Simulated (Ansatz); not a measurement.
`[NH2][GeH2][NH][GeH2][NH2]` + CH₃OH → `[NH2][GeH2][CH2]O` + `[NH2][GeH2][NH2]`  (formal exchange of groups at a Ge–N bond)

Gas-phase electronic energies from Ansatz, PBE0-D4/def2-TZVP geometries. CCSD(T)/CBS adds triple-zeta CCSD(T) − MP2 to the extrapolated MP2 energy (def2 sets, frozen cores). This one scheme is used for every species. DFT in def2-TZVPP. B3LYP here is the variant with VWN-RPA as its local correlation; programs differ in this. For Ge outer-core shells are correlated without core-valence functions, which leaves a few kJ/mol of doubt a bond. Scalar relativity is left out up to krypton. Each species was taken in one conformer, which may not be the lowest.

Task: Is it downhill or uphill in electronic energy at CCSD(T)/CBS, and by how much? (Estimate.)

Result: Computed: Uphill: ΔE = +43.2 kJ/mol.

Task: What do these levels give: PBE0-D4, ωB97M-V, PBE, r2SCAN, PBE0, B3LYP, MP2/def2-TZVPP, CCSD/def2-TZVPP, MP2/def2-QZVPP, HF/CBS(def2), MP2/CBS(def2), CCSD/CBS(def2)? (Estimate.)

Result: The calculation gave: PBE0-D4 36.7, ωB97M-V 39.9, PBE 26.2, r2SCAN 35.8, PBE0 32.7, B3LYP 35.7, MP2/def2-TZVPP 47.9, CCSD/def2-TZVPP 47.4, MP2/def2-QZVPP 46.3, HF/CBS(def2) 59.8, MP2/CBS(def2) 44.9, CCSD/CBS(def2) 44.4 kJ/mol.

Largest T1 diagnostic among the species: 0.011.

From PBE to PBE0 (25 % exact exchange), in def2-TZVPP and without D4, ΔE moves by +6.4 kJ/mol. In def2-TZVPP, CCSD(T) changes the Hartree–Fock value by −13.1 kJ/mol (the triples alone add −1.2 kJ/mol) and MP2 by −11.4 kJ/mol.
